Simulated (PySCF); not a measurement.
Level of theory: B3LYP-D3(BJ)/def2-TZVP // PBE-D3(BJ)/def2-SVP run with PySCF. Isolated molecules, 0 K electronic values unless said otherwise. One relaxed conformer stands for a flexible species; it need not be the lowest. B3LYP has the VWN-RPA correlation part, as in Gaussian. 

Reference species: [W(OH)2(NH2)4] (neutral, multiplicity 1).

```yaml
coordination_number: 6
mean_distance_from_the_central_atom_to_its_bonded_neighbours: 1.996 Å
HOMO: -6.44 eV
```

Changed species: [W(OH)(NH2)5] (5 of 6 OH replaced by NH2; the reference has 4 of 6 OH replaced by NH2).

Question: Predict the effect on the coordination number, mean distance from the central atom to its bonded neighbours and HOMO.

Answer: the coordination number stays essentially unchanged; the mean distance from the central atom to its bonded neighbours rises by 0.011 Å, to 2.007 Å; the HOMO increases by 0.21 eV, to -6.23 eV.
